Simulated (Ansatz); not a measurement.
Basis-set extrapolation for C$_{3}$H$_{8}$AlClO (`CC(C)[O][AlH][Cl]`) (PBE0-D4/def2-TZVP geometry, frozen core, Ansatz). Multiplicity 1, RHF reference.

|  | def2-TZVPP | def2-QZVPP |
| --- | --- | --- |
| HF | -894.773155 | -894.802417 |
| MP2 correlation | -1.024319 | -1.102374 |
| CCSD(T) correlation | -1.124564 | not run |

Energies in hartree. Use E(X) = E(∞) + A·exp(−7.88·√X) for Hartree–Fock and E(X) = E(∞) + B·X^(−2.97) for correlation, with X = 3 and 4, and add CCSD(T) minus MP2 of the smaller set to the MP2 limit.

Question: What is the CCSD(T) energy at the basis-set limit?

Answer: HF limit: -894.802417 + (-0.029262) × 0.13774 = -894.80645. MP2 limit: -1.102374 + (-0.078055) × 0.74074 = -1.16019. Higher-order term: -1.124564 − (-1.024319) = -0.10024. Total: -896.06688 hartree, 106.2 kcal/mol below CCSD(T)/def2-TZVPP.
